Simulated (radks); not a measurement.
Pt4+, configuration [Xe] 4f14 5d6. Method: scalar-relativistic Kohn-Sham, PBE, spin-polarised, spherical densities, point nucleus; open shells are filled with parallel spins first (spin-orbit coupling, left out, can overturn this in heavy ions); computed with a radial shooting solver on a logarithmic mesh with Libxc functionals.

Unscreened Slater integrals over Kohn-Sham orbitals (cm^-1). They are taken over the spin-up orbitals.

\begin{tabular}{lr}
integral & value \\ \hline
F0(5d,5d) & 138840 \\
F2(5d,5d) & 73479 \\
F4(5d,5d) & 49177 \\
F0(5d,5p) & 155440 \\
F2(5d,5p) & 78619 \\
G1(5d,5p) & 95134 \\
G3(5d,5p) & 59271 \\
F0(5d,4f) & 177500 \\
F2(5d,4f) & 43075 \\
F4(5d,4f) & 20327 \\
G1(5d,4f) & 14383 \\
G3(5d,4f) & 13567 \\
G5(5d,4f) & 10861 \\
F0(5p,5p) & 181670 \\
F2(5p,5p) & 98344 \\
F0(5p,4f) & 223140 \\
F2(5p,4f) & 69871 \\
G2(5p,4f) & 27097 \\
G4(5p,4f) & 22817 \\
F0(4f,4f) & 389460 \\
F2(4f,4f) & 192610 \\
F4(4f,4f) & 122460 \\
F6(4f,4f) & 88583 \\
\end{tabular}

Derived for the open shells (J is the average intra-shell exchange parameter used in DFT+U). 5d: Racah B = F2/49 - 5 F4/441 = 942.0 cm^-1, C = 35 F4/441 = 3903 cm^-1, C/B = 4.14, F4/F2 = 0.669, J = (F2 + F4)/14 = 8761 cm^-1.
